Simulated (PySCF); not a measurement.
C₇H₈.
Structure used (GFN2-xTB), in Å, numbered top down from 1:
```
atom  x, y, z in Å
C1    -2.838   -0.576   -1.309
C2    -1.933   -0.352   -0.552
C3    -0.889   -0.073    0.367
C4    -1.296    0.580    1.663
C5     0.349   -0.386    0.081
C6     1.580   -0.675   -0.201
C7     2.533    0.252   -0.896
H8    -3.621   -0.777   -1.977
H9    -1.776    1.538    1.463
H10   -0.426    0.742    2.295
H11   -2.010   -0.053    2.190
H12    1.984   -1.645    0.068
H13    2.898   -0.210   -1.813
H14    2.050    1.193   -1.144
H15    3.392    0.451   -0.255
```

Theory: PySCF 2.14.0, density-fitted response routines, TDDFT wB97X-D/def2-SVPD, vertical, gas phase, core orbitals frozen in the response.

Transition dipole moments from the ground state, in atomic units and in the frame of the coordinates above (overall signs are arbitrary), for the states with f of 0.002 or more among the lowest 8:

```
state  E (eV)      μx      μy      μz
   S3   5.820  -1.567   0.067  -0.148
   S6   6.843   0.061  -0.101   0.017
   S7   7.417  -0.601  -0.091  -0.212
   S8   7.434  -1.234   0.108   0.247
```

Question: Work out the oscillator strengths.

Answer: f = (2/3) ΔE |μ|² with ΔE in hartree (27.2114 eV).

```tsv
state	|μ|² (au)	|μ| (D)	f
S3	2.483	4.00	0.354
S6	0.014	0.30	0.002
S7	0.415	1.64	0.075
S8	1.597	3.21	0.291
```

Question: Which bond between heavy atoms lies closest to the direction of the S3 transition dipole?

Answer: C5–C6 and C3–C5, at 21° from it; next C1–C2 at 37°.

Question: What angle do the transition dipoles of S7 and S8 make?

Answer: |cos θ| = |μa·μb| / (|μa| |μb|) = 0.84, so θ ≈ 33° (taken between 0 and 90°, since the signs are arbitrary).

Question: How is the summed strength of these states shared among x, y and z?

Answer: (2/3) Σ ΔE μα² gives 0.694 for x, 0.006 for y and 0.022 for z, 0.722 in all.

Question: What peak molar absorption coefficient would the strongest computed level give as a lone Gaussian band 0.4 eV wide at half height?

Answer: ε(max) = 2.175×10⁸ f / FWHM, with the width in cm⁻¹. S3: 2.175×10⁸ × 0.3540 / 3226 ≈ 24000 L mol⁻¹ cm⁻¹.

Hardware: one thread, Arm Neoverse N1, on a shared host. Cost: 65 s.
